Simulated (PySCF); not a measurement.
Si(Me)(OH)(SeH)2 (CH6OSe2Si), SMILES C[Si](O)([SeH])[SeH].

Geometry: PBE0-D3(BJ)/def2-SVP. One conformer was computed; it need not be the lowest.

Calculation: PySCF with PBE/def2-TZVP.

Isolated molecule, no solvent.

Q: Estimate the frontier levels, gap, dipole moment and polarisability. (Estimate from the structure and the level; the computed values follow.)

A: 
```json
{
  "highest_occupied_level": "-5.88 eV",
  "lowest_empty_level": "-1.28 eV",
  "orbital_gap": "4.61 eV",
  "dipole_moment": "0.27 D",
  "quadrupole, principal values (traceless, Buckingham form, about the centre of nuclear charge)": "-7.39, -0.59, 7.98 D·Å",
  "mean_static_polarisability": "97.0 bohr³ (14.37 Å³)",
  "polarisability_principal_values": "81.5, 96.7, 112.6 bohr³"
}
```
